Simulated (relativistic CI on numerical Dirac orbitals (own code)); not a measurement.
Ru3+: L2,3 absorption edge

Computed with this model: Dirac-Coulomb-Breit CI, separate exchange-only KLI orbitals for each configuration, QED by a radiative potential, valence Slater integrals scaled by 0.8, multiplet model of core-to-valence dipole absorption; configurations [Kr] 4d5 → [He] 2s2 2p5 3s2 3p6 3d10 4s2 4p6 4d6; 80 K; Lorentzian 1.6 eV and Gaussian 0.5 eV FWHM. Energies are those of the free ion, without screening or charge transfer. The branching ratio is the share of the lower-energy edge in the whole absorption, uncertain by about 0.02 where the edges overlap. S is read from ⟨S²⟩ = S(S + 1).

Field parameters in Wybourne normalisation: D4h B²₀ = −7Ds, B⁴₀ = 21(Dq − Dt), B⁴₄ = 21√(5/14) Dq; Oh B⁴₀ = 21Dq, B⁴₄ = √(5/14) B⁴₀; Td as Oh with Dq negative (B⁴₀ = 21Dq, B⁴₄ = √(5/14) B⁴₀). The field is a parameter set, without covalency.

free ion: ground-state S = 2.49, centroid 2879.76 eV, branching ratio 0.715. Peaks (eV, height): 2843.0 (100), 2972.2 (39).

Td, 10Dq = -15000 cm⁻¹: ground-state S = 2.47, centroid 2877.77 eV, branching ratio 0.731. Peaks (eV, height): 2843.2 (100), 2972.8 (36).

Oh, 10Dq = 12850 cm⁻¹: ground-state S = 2.48, centroid 2878.48 eV, branching ratio 0.725. Peaks (eV, height): 2843.2 (100), 2971.5 (35), 2972.8 (33).

Td, 10Dq = -7650 cm⁻¹: ground-state S = 2.49, centroid 2879.41 eV, branching ratio 0.718. Peaks (eV, height): 2843.0 (100), 2972.2 (37).

Oh, 10Dq = 30150 cm⁻¹: ground-state S = 0.52, centroid 2869.85 eV, branching ratio 0.793. Peaks (eV, height): 2840.2 (37), 2843.5 (100), 2972.5 (34).

D4h, 10Dq = 14500, Ds = -430, Dt = 560 cm⁻¹: ground-state S = 2.49, centroid 2878.67 eV, branching ratio 0.724. Peaks (eV, height): 2843.2 (100), 2972.0 (34).

The statistical ratio of this edge is 2/3 = 0.667. Values above it arise where the holes sit mainly in the j = l + 1/2 valence subshell or the ground state has high spin; values below it where core-valence Coulomb terms move weight to the upper edge, as in nearly empty shells. At deep edges of heavy elements the radial integrals of the two core levels differ, which raises the baseline.

Strongest unbroadened transitions for Td, 10Dq = -7650 cm⁻¹:

```tsv
Energy (eV)	Relative strength
2841.66	20.3
2842.23	16.6
2842.77	34.6
2842.81	32.3
2842.97	34.9
2843.01	74.3
2843.07	100.0
2843.13	37.4
2843.23	48.4
2843.26	21.8
2843.28	23.7
2843.34	25.4
2843.39	16.7
2971.27	24.8
2971.29	16.4
2972.18	28.2
2972.21	34.9
2972.74	33.0
```
